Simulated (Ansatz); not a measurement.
Reactions of C3H6FNSi, SMILES `C=C=C(F)N[SiH3]`.

Calculated with Ansatz (gas phase, PBE0-D4/def2-TZVP geometries, no zero-point term in ΔE). CBS: MP2 limit from def2 TZ/QZ plus the TZ coupled-cluster correction, frozen cores. This one scheme is used for every species, atoms too. Functionals use def2-TZVPP. No spin–orbit coupling; open shells (•) take unrestricted orbitals. Spin–orbit coupling would lower the free atoms: a little for C, F, Si. Elements past krypton have def2 core potentials. For Sn outer-core shells are correlated without core-valence functions, so the limit isn't a true one: a few kJ/mol of doubt a bond, and 10 to 20 or more in all where bonds break to atoms. Each species was taken in one conformer, which may not be the lowest.

```
                                                               reaction  PBE-D4 (eV)  CCSD(T)/CBS(def2) (eV)
        `C=C=C(F)N[SiH3]` + `N[SiH2]S` → `[SiH3]N[SiH2]S` + `C=C=C(N)F`        -0.09                   -0.08
`C=C=C(F)N[SiH3]` + `[SiH3][SnH3]` → `[SiH3][SiH2][SnH3]` + `C=C=C(N)F`         0.22                    0.42
                        `C=C=C(F)N[SiH3]` → 3 C• + F• + 6 H• + N• + Si•        49.35                   47.74
                             `C=C=C(F)N[SiH3]` → `C=C=C(N)F` + `[SiH2]`         2.92                    2.97
                                   `C=C=C(F)N[SiH3]` → `C[Si](C)(F)C#N`        -3.97                   -4.51
                                   `C=C=C(F)N[SiH3]` → `C#CN(C)[SiH2]F`        -1.54                   -1.96
                                   `C=C=C(F)N[SiH3]` → `CC[Si]1(F)C=N1`        -2.16                   -2.44
                                `C=C=C(F)N[SiH3]` → `C=N/C(F)=C/[SiH3]`        -0.18                   -0.18
          `C=C=C(F)N[SiH3]` + `O[SiH3]` → `[SiH3]O[SiH3]` + `C=C=C(N)F`        -0.49                   -0.55
                                 `C=C=C(F)N[SiH3]` → `NC1(F)C=C[SiH2]1`        -0.30                   -0.37
```

Largest T1 diagnostic: 0.014, for `[SiH2]`.
